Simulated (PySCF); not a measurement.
## A series of derivatives of C1=CC2C3C=CC1C23

Parent skeleton `[CH:1]1=[CH:2][CH:3]2[CH:4]3[CH:5]=[CH:6][CH:7]1[CH:8]23`; one hydrogen on atom 7 is replaced by X. Hydrogens on one atom are averaged.

[PySCF 2.14.0 with density-fitted response routines: PBE0/pcSseg-1 with gauge-including orbitals; GFN2-xTB geometry; single conformer; non-relativistic Hamiltonian; one averaged value for each set of equivalent atoms; in vacuum]

Scale: ¹³C (σ = 186.93 ppm) and ¹H (σ = 31.72 ppm) vs TMS (reference shieldings calculated alike).

Parent (X = H): C1/C6 137.6, C2/C5 125.4, C3/C4 45.7, C7 56.1, C8 52.0, H(C1)/H(C6) 5.98, H(C2)/H(C5) 5.12, H(C3)/H(C4) 3.02, H(C8) 2.93 ppm. Effects are Δδ = δ(X) − δ(H), positive for deshielding.

(1) Give Δδ (ppm) for X = CH2SiH3, N=CH2, CH2Cl.

(2) Which position responds most, and to which substituents?

## Answers

(1) 
```tsv
X	SMILES	C1/C6	C2/C5	C3/C4	C7	C8	H(C1)/H(C6)	H(C2)/H(C5)	H(C3)/H(C4)	H(C8)
CH2SiH3	[SiH3]C[C@]12C=C[C@@H]3[C@H](C=C1)[C@@H]32	+4.7	-0.4	+1.8	+7.4	+3.3	-0.11	-0.05	+0.16	-0.24
N=CH2	C=N[C@]12C=C[C@@H]3[C@H](C=C1)[C@@H]32	+5.6	-4.2	+1.0	+35.7	-3.0	+0.48	-0.13	+0.23	+0.32
CH2Cl	ClC[C@]12C=C[C@@H]3[C@H](C=C1)[C@@H]32	+1.3	+1.5	+0.9	+13.3	+2.7	-0.12	+0.04	+0.16	+0.12
```

(2) C7: from +7.4 ppm with CH2SiH3 to +35.7 ppm with N=CH2.
